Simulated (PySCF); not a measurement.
**[YbSF]− relaxed at several levels**

Computed with PySCF 2.14.0, PBE0, def2-SVP on the ligands, density fitting, scalar-relativistic core potentials, no spin-orbit coupling, vacuum. Each row is relaxed at its own level from the same template. Distances are means of the shortest metal–ligand contacts, charges and spins Mulliken's. lcecp potentials hold a fixed number of 4f electrons in the core, out of states, spins and gaps.

```
level      basis on the metal  point group  M–S (Å)  M–F (Å)  charge on M (e)  HOMO–LUMO gap (eV)  strongest infrared band, degenerate modes summed (cm⁻¹)  unstable modes (below −25 cm⁻¹)
 PBE0  lcecp-0-SVP with ECP60           Cs    2.565    2.148             0.19                   –                                                      437                                0
```

(1) What does the calculation give for PBE0, def2-SVP with ECP28?

One start shape was tried for each, so a minimum needn't be the lowest isomer.

Answers

(1) point group: Cs, M–S (Å): 2.472, M–F (Å): 2.068, charge on M (e): 0.29, HOMO–LUMO gap (eV): 2.03, strongest infrared band, degenerate modes summed (cm⁻¹): 469, unstable modes (below −25 cm⁻¹): 0.
```xyz
3

Yb   -0.1951    0.0000   -0.1831
S     2.0830    0.0000    0.7777
F    -2.0900    0.0000    0.6460
```
